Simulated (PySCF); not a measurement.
Ge(Me)2(OMe)2, C4H12GeO2, SMILES C[O][Ge]([O]C)([CH3])[CH3] at its GFN2-xTB optimised geometry (Å):

```
19

C     -1.0140     1.9529    -0.9336
O     -1.3587     0.9587     0.0000
Ge    -0.7893    -0.7428     0.0000
C     -1.7016    -1.8471    -1.3768
C      1.2174    -0.7428     0.0000
O     -1.4525    -1.3623     1.5102
C     -1.4338    -0.7074     2.7618
H     -1.4162     2.8962    -0.5590
H      0.0690     2.0501    -1.0453
H     -1.4495     1.7482    -1.9149
H     -1.2701    -1.6801    -2.3591
H     -1.6030    -2.8962    -1.1225
H     -2.7563    -1.5923    -1.4041
H      1.5890    -0.0104     0.7118
H      1.5816    -1.7241     0.2843
H      1.6030    -0.5008    -0.9850
H     -2.1676    -1.2094     3.3947
H     -1.7028     0.3450     2.6642
H     -0.4486    -0.7822     3.2297
```

Computed with B3LYP/def2-SVP run with PySCF. Cells within 0.4 Å of a nucleus heavier than hydrogen are left out (blank, or x).

Map of the electron localisation function on the plane z = 0.0 Å:

```
|00000000000000000000000000000|
|00000000000000000000000000000|
|00000000023200000000000000000|
|00000001799940000000000000000|
|00000006999971000000000000000|
|00000018999981000000000000000|
|00000004899961011000000000000|
|00000000268741244100000000000|
|00000000012321244000000000000|
|00000001234421010000000000000|
|00000025787761000000000000000|
|0000004788xx84000001000000000|
|0000003688xx84000134210000000|
|00000014688863112466410000000|
|00000001233111365677510000000|
|000000000115x3287136520000000|
|00000000112xx6196xx4410000000|
|000000001216x4287xx7520000000|
|00000000122111366899851000000|
|00000000012222225999982000000|
|00000000001111003999983000000|
|00000000000000001899971000000|
|00000000011000000388730000000|
|00000000232100000011000000000|
|00000000233100000000000000000|
|00000000011000000000000000000|
|00000000000000000000000000000|
|00000000000000000000000000000|
|00000000000000000000000000000|
```
Scale: ten equal steps from 0.000 (start of '0') to 0.996 (end of '9'), in the order '0123456789'; x runs from -5.00 to 5.00, y from -5.00 (bottom) to 5.00 (top).
